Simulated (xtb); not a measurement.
Job for xtb: GFN2-xTB on C2H4S (a complex), monomers drawn apart or pushed together.

```
$ xtb mol.xyz --gfn 2 --sp --chrg 0 --uhf 0
7

C     -0.51234001     0.75207879     0.16926741
C     -0.53787904    -0.43811175     0.04183468
H     -0.48873917     1.80894133     0.28203755
H     -0.55901637    -1.49513684    -0.06996272
S      1.77943497    -0.62371665     5.64601641
H      0.52567860    -0.63914297     6.12584583
H      1.35728067    -0.42620760     4.38499792
```

The head of its log:

```
[...]
           -------------------------------------------------
          |                Calculation Setup                |
           -------------------------------------------------



molecular fragmentation (1/2 indicates fragments):
1111222
# atoms in fragment 1/2:     4     3
 fragment masses (1/2) :       26.04       34.08
CMA distance (Bohr)    :  11.358
constraining FC (au)   :  0.0500

           -------------------------------------------------
          |                 G F N 2 - x T B                 |
           -------------------------------------------------

        Reference                      10.1021/acs.jctc.8b01176
      * Hamiltonian:
        H0-scaling (s, p, d)           1.850000    2.230000    2.230000
        zeta-weighting                 0.500000
      * Dispersion:
        s8                             2.700000
        a1                             0.520000
        a2                             5.000000
        s9                             5.000000
      * Repulsion:
        kExp                           1.500000    1.000000
        rExp                           1.000000
      * Coulomb:
        alpha                          2.000000
        third order                    shell-resolved
        anisotropic                    true
        a3                             3.000000
        a5                             4.000000
        cn-shift                       1.200000
        cn-exp                         4.000000
        max-rad                        5.000000


          ...................................................
          :                      SETUP                      :
          :.................................................:
          :  # basis functions                  22          :
          :  # atomic orbitals                  21          :
          :  # shells                           11          :
          :  # electrons                        18          :
          :  max. iterations                   250          :
          :  Hamiltonian                  GFN2-xTB          :
          :  restarted?                      false          :
          :  GBSA solvation                  false          :
          :  PC potential                    false          :
          :  electronic temp.          300.0000000     K    :
          :  accuracy                    1.0000000          :
          :  -> integral cutoff          0.2500000E+02      :
          :  -> integral neglect         0.1000000E-07      :
          :  -> SCF convergence          0.1000000E-05 Eh   :
          :  -> wf. convergence          0.1000000E-03 e    :
          :  Broyden damping             0.4000000          :
          :  net charge                          0          :
          :  unpaired electrons                  0          :
          ...................................................

 iter      E             dE          RMSdq      gap      omega  full diag
   1     -9.6290464 -0.962905E+01  0.875E+00    5.74       0.0  T
   2     -9.6337800 -0.473356E-02  0.515E+00    5.44       1.0  T
```

Task: Give the final energy of this run.

Result: -9.4630 hartree.
